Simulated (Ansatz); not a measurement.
Relaxation of CH$_{6}$Sn (8 atoms, charge 0, multiplicity 1), to a largest force component of 0.03 eV/Å in at most 50 steps.

Level of theory: RKS BLYP-D4/def2-SVP in Ansatz 0.2.0.

```xyz
8
Properties=species:S:1:pos:R:3:forces:R:3
Sn 0.225 0.001 0.040 0.41 0.04 -0.03
C 1.062 -0.020 2.019 -0.53 -0.07 1.44
H 0.408 -0.155 2.904 0.00 0.00 0.00
H 1.809 -0.836 1.991 -0.03 0.01 0.03
H 1.599 0.945 2.118 -0.02 -0.05 -0.02
H 1.934 0.121 -0.173 0.18 0.07 -1.41
H -0.677 1.397 -0.424 -0.02 0.01 -0.01
H -0.502 -1.454 -0.537 0.00 -0.02 0.00
```

Where does it end, and by what steps?

It converged. After 6 steps the energy has fallen by 0.642 eV; H6 moved furthest, 0.84 Å.

```json
{"step": "0", "energy less start (eV)": "0.0000", "largest force component (eV/Å)": "1.443", "accepted": "yes"}
{"step": "1", "energy less start (eV)": "-0.3019", "largest force component (eV/Å)": "0.796", "accepted": "yes"}
{"step": "2", "energy less start (eV)": "-0.4684", "largest force component (eV/Å)": "0.387", "accepted": "yes"}
{"step": "3", "energy less start (eV)": "-0.5872", "largest force component (eV/Å)": "0.262", "accepted": "yes"}
{"step": "4", "energy less start (eV)": "-0.6384", "largest force component (eV/Å)": "0.051", "accepted": "yes"}
{"step": "5", "energy less start (eV)": "-0.6386", "largest force component (eV/Å)": "0.096", "accepted": "yes"}
{"step": "6", "energy less start (eV)": "-0.6416", "largest force component (eV/Å)": "0.003", "accepted": "yes"}
```

```xyz
8
Properties=species:S:1:pos:R:3
Sn 0.447 0.019 0.023
C 1.067 -0.022 2.123
H 0.177 -0.138 2.770
H 1.754 -0.873 2.293
H 1.584 0.922 2.379
H 1.835 0.166 -1.010
H -0.607 1.370 -0.261
H -0.398 -1.444 -0.379
```

Whether the end is a true minimum wasn't checked by a vibrational analysis.

Run time: 6.9 s on 1 thread of Intel(R) Xeon(R) 6975P-C (Granite Rapids) (shared host), peak memory 0.13 GiB.
